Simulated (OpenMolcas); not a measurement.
Nb4+ with 6 ligands (water) in octahedral coordination (Th) at 2.04 Å. Ligand basis ANO-RCC-VDZP.

```yaml
Program: OpenMolcas 26.06
Method: CASSCF
Basis: ANO-RCC-VTZP [7s6p4d2f1g]
Scalar_Hamiltonian: DKH2, point nucleus
Active_space: 1 electron in 5 orbitals (4d)
State_averaging: 2S+1 = 2 even, 5 roots
Spin-orbit_coupling: state interaction with AMFI integrals over the reference wave functions
```

Task: What is the spin-free ground state (labels of O, taken over from Oh, the nearest higher group)?

Result: 2T2, 3-fold in its orbital part; it has the highest spin that d1 allows.

Task: Where is the first state of the same spin?

Result: 2E at 33900 cm-1 above the ground state.

Task: What are the lowest two levels with spin-orbit coupling?

Result: A 4-fold level Γ8, then a 2-fold level Γ7 927.9 cm-1 above it. Their leading multiplicities are 2 (100 %) and 2 (100 %).

Task: What is χT at 300 K, and how does it compare with the textbook value?

Result: The lowest level has 2S+1 = 2, for which the spin-only value is χT = S(S+1) / 2 = 0.375 cm3 K/mol (g = 2). The computed 0.159 at 300 K differs by -0.216, through orbital momentum, spin-orbit coupling and any other state in reach. With a threefold ground state the orbital momentum is unquenched, so the spin-only value is not expected to hold.

Task: Which ligand-field parameters describe the states?

Result: The gap between the two states is 10Dq = 33892 cm-1. 

An orbital triplet at a regular site is open to Jahn-Teller coupling, which can distort the site and quench the lowest spin-orbit gaps and is left out. The least metal-like active orbital is 77 % on the metal (Löwdin) and no ligand orbital is active, so the numbers are rough. With metal d orbitals alone the field can be off either way by tens of per cent. Ligand-to-metal charge-transfer states are missing. No measured value stands beside these numbers; the geometry is a model, was not optimised and need not be the one that this ion takes.
